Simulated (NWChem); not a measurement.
System: CH2FNOSi; SMILES O=C=N[SiH2]F

NWChem input:

```
start job
memory heap 200 mb stack 900 mb global 1100 mb
geometry units angstroms noautosym nocenter noautoz
  Si    -0.443212    -1.190274    -0.001328
  F      1.015609    -1.922133    -0.002073
  N     -0.212147     0.511818    -0.004172
  C      0.019876     1.700034    -0.000534
  O      0.233550     2.860154     0.002244
  H     -1.163198    -1.579353     1.248163
  H     -1.166629    -1.582934    -1.247883
end
basis spherical
  * library def2-svp
end
dft
  xc m06-2x
  iterations 150
end
cosmo
  do_cosmo_smd true
  solvent cychexan
end
task dft energy
```

Structure relaxed at the PBE-D3(BJ)/def2-SVP level. Solvent: cyclohexane.

Level: M06-2X/def2-SVP with SMD (1 M gas to 1 M solution), gas-phase geometry. Reactions with the solvent are ignored.

Question: What results follow from this input? (M06-2X/def2-SVP, SMD on the gas-phase geometry.) Quantities: solvation free energy (kcal/mol); cavity-dispersion-structure term (kcal/mol); dipole in solution (D).

Answer: 
```yaml
solvation free energy (kcal/mol): -1.1
cavity-dispersion-structure term (kcal/mol): 0.2
dipole in solution (D): 2.16
```
